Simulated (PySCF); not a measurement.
Cl$_{4}$Ti (SMILES [Cl][Ti]([Cl])([Cl])[Cl]), singlet, at a GFN2-xTB geometry (such geometries of metal compounds can be far from the true shape), with bond 5-1 at 1.8 times its length; CASSCF(2,3)/STO-3G (PySCF).

PySCF was given this input:
```python
from pyscf import gto, scf, mcscf
import numpy

mol = gto.Mole()
mol.atom = '''
    Ti   -0.000000   -0.000000    0.000000
    Cl    1.694742   -0.540217   -1.137113
    Cl    0.595158    0.470024    1.970248
    Cl   -0.927583    1.682437   -0.875219
    Cl   -2.452171   -2.902040    0.075753
'''
mol.basis = 'sto-3g'
mol.charge = 0
mol.spin = 0
mol.verbose = 4
mol.build()

mf = scf.RHF(mol)
mf.kernel()
mc = mcscf.CASSCF(mf, 3, 2)
mc.fix_spin_(ss=0.0)
mc = mc.newton()
mc.kernel()
occ = numpy.linalg.eigvalsh(mc.fcisolver.make_rdm1(mc.ci, mc.ncas, mc.nelecas))[::-1]
ss = mc.fcisolver.spin_square(mc.ci, mc.ncas, mc.nelecas)[0]
print('natural occupations', occ.round(4), ' <S^2>', round(ss, 4))
```

What the program printed (banner, timings and long lists left out):

```
PySCF version 2.14.0

[INPUT] verbose = 4
[INPUT] num. atoms = 5
[INPUT] num. electrons = 90
[INPUT] charge = 0
[INPUT] spin (= nelec alpha-beta = 2S) = 0
[INPUT] symmetry False subgroup None
[INPUT] Mole.unit = angstrom
[INPUT] Symbol           X                Y                Z      unit          X                Y                Z       unit  Magmom
[...]
nuclear repulsion = 559.57288774832
number of shells = 28
number of NR pGTOs = 162
number of NR cGTOs = 54
basis = sto-3g
ecp = {}

******** <class 'pyscf.scf.hf.RHF'> ********
method = RHF
initial guess = minao
damping factor = 0
level_shift factor = 0
DIIS = <class 'pyscf.scf.diis.CDIIS'>
diis_start_cycle = 1
diis_space = 8
diis_damp = 0
SCF conv_tol = 1e-09
SCF conv_tol_grad = None
SCF max_cycles = 50
direct_scf = True
direct_scf_tol = 1e-13
Set gradient conv threshold to 3.16228e-05
Initial guess from minao.
init E= -2656.09078988954
[...]
cycle= 1 E= -2658.03081609002  delta_E= -1.94  |g|= 0.679  |ddm|= 2.97
[...]
cycle= 2 E= -2649.60457963472  delta_E= 8.43  |g|= 3.51  |ddm|= 5.58
[...]
cycle= 3 E= -2658.25216113205  delta_E= -8.65  |g|= 0.102  |ddm|= 5.32
[...]
cycle= 4 E= -2658.27989636696  delta_E= -0.0277  |g|= 0.061  |ddm|= 0.642
[...]
cycle= 5 E= -2658.28810852634  delta_E= -0.00821  |g|= 0.0176  |ddm|= 0.385
[...]
cycle= 6 E= -2658.28872381464  delta_E= -0.000615  |g|= 0.00378  |ddm|= 0.114
[...]
cycle= 7 E= -2658.28874823537  delta_E= -2.44e-05  |g|= 0.000825  |ddm|= 0.0224
[...]
cycle= 8 E= -2658.28874907577  delta_E= -8.4e-07  |g|= 0.000161  |ddm|= 0.00429
[...]
cycle= 9 E= -2658.28874909657  delta_E= -2.08e-08  |g|= 8.36e-05  |ddm|= 0.000484
[...]
cycle= 10 E= -2658.28874910099  delta_E= -4.42e-09  |g|= 2.33e-05  |ddm|= 0.000175
[...]
cycle= 11 E= -2658.28874910173  delta_E= -7.39e-10  |g|= 2.01e-06  |ddm|= 0.000123
[...]
Extra cycle  E= -2658.28874910174  delta_E= -3.64e-12  |g|= 9.53e-07  |ddm|= 7.07e-06
converged SCF energy = -2658.28874910174

******** <class 'pyscf.mcscf.newton_casscf.CASSCF'> ********
CAS (1e+1e, 3o), ncore = 44, nvir = 7
max_cycle_macro = 50
max_cycle_micro = 10
conv_tol = 1e-07
conv_tol_grad = None
orbital rotation max_stepsize = 0.03
augmented hessian ah_max_cycle = 30
augmented hessian ah_conv_tol = 1e-12
augmented hessian ah_linear dependence = 1e-14
augmented hessian ah_level shift = 1e-08
augmented hessian ah_start_tol = 500
augmented hessian ah_start_cycle = 3
augmented hessian ah_grad_trust_region = 3
kf_trust_region = 3
kf_interval = 5
natorb = False
canonicalization = True
internal_rotation = False
******** <class 'pyscf.fci.addons.SpinPenaltyFCISolver'> ********
max. cycles = 50
conv_tol = 1e-08
davidson only = True
linear dependence = 1e-12
level shift = 0.001
max iter space = 12
nroots = 1
pspace_size = 400
spin = None

WARN: SO-CASSCF (Second order CASSCF) is an experimental feature. Its performance is bad for large systems.

CASCI E = -2658.34017884223  dE = -2658.3402  S^2 = 0.0000000
Set conv_tol_grad to 0.000316228
macro 1 (21 JK  16 micro), CASSCF E = -2658.35873555913  dE = -0.01856  |grad|=0.0485  S^2 = 0.0000000
macro 2 (27 JK  21 micro), CASSCF E = -2658.3591889274  dE = -0.0004534  |grad|=0.0029  S^2 = 0.0000000
macro 3 (20 JK  14 micro), CASSCF E = -2658.35919318079  dE = -4.253e-06  |grad|=0.000166  S^2 = 0.0000000
macro 4 (4 JK  1 micro), CASSCF E = -2658.35919318557  dE = -4.773e-09  |grad|=0.000112  S^2 = 0.0000000
newton CASSCF converged in 4 macro (12 KF 60 Hx) steps
CASSCF canonicalization
Density matrix diagonal elements [1.39905416e+00 6.00926146e-01 1.96943108e-05]
CASSCF energy = -2658.35919318557
CASCI E = -2658.35919318557  E(CI) = -1.00777543480035  S^2 = 0.0000000
natural occupations [1.4506 0.5494 0.    ]  <S^2> 0.0
```
